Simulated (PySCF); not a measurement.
Adding and removing an electron: CsBi

PBE; basis Cs def2-SVP with ECP46, Bi def2-SVP with ECP60; scalar-relativistic core potentials; PySCF 2.14. Neutral (UKS): triplet (π ↑↑), Re = 3.757 Å, ωe = 74.8 cm⁻¹, De = 1.13 eV, HOMO -2.77 eV, LUMO -2.27 eV.

CsBi⁺ (UKS): quartet (σ ↑, π ↑↑), Re = 4.279 Å, ωe = 30.7 cm⁻¹. The energies at the minima are -234.82002 hartree for CsBi and -234.63779 for CsBi⁺.

(1) Work out the adiabatic ionisation energy, without and with harmonic zero-point energies (1 hartree = 27.2114 eV, 1 eV = 8065.5 cm⁻¹), and the change of the bond length.

These are scalar-relativistic numbers at best; spin–orbit coupling would shift them, the dissociation energy most. States were picked by a PBE0 search and need not be the measured ground states.

Answers

(1) At PBE: 0.18223 hartree = 4.959 eV between the minima; the zero-point term (30.7 − 74.8)/2 cm⁻¹ = -0.003 eV makes it 4.956 eV. Re changes by +52.2 pm against the neutral. The electron leaves a σ orbital, and the ion is left as a loose complex of an ion and an atom.
